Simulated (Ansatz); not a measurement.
Mulliken charges of C₂H₅CdF, SMILES `C[CH2][Cd][F]` from PBE/def2-TZVPP in Ansatz (PBE0-D4/def2-TZVP geometry).

| atom | x (Å) | y (Å) | z (Å) | charge (e) |
| --- | --- | --- | --- | --- |
| C1 | -0.514 | 1.056 | -0.164 | -0.262 |
| C2 | 0.134 | -0.055 | 0.650 | -0.325 |
| Cd3 | 0.744 | -1.721 | -0.468 | 0.618 |
| F4 | 1.314 | -3.272 | -1.503 | -0.516 |
| H5 | 0.160 | 1.459 | -0.923 | 0.088 |
| H6 | -1.416 | 0.718 | -0.679 | 0.088 |
| H7 | -0.807 | 1.891 | 0.482 | 0.086 |
| H8 | 1.022 | 0.308 | 1.172 | 0.112 |
| H9 | -0.549 | -0.431 | 1.415 | 0.112 |

Question: By hand: the dipole of these point charges (1 e Å = 4.8032 D).

Answer: Σ q r = (-0.254, 0.706, 0.508) e Å, of length 0.906 e Å = 4.35 D.

Question: How does the dipole of the full density compare? (Best estimate.)

Answer: Ansatz gave: (-0.225, 0.604, 0.385) e Å, 3.61 D; the point charges give 1.20 times that, at 3° from its direction.

Point charges leave out the atoms' own dipoles, such as those of lone pairs, and Mulliken's split depends on the basis, so the two needn't agree.
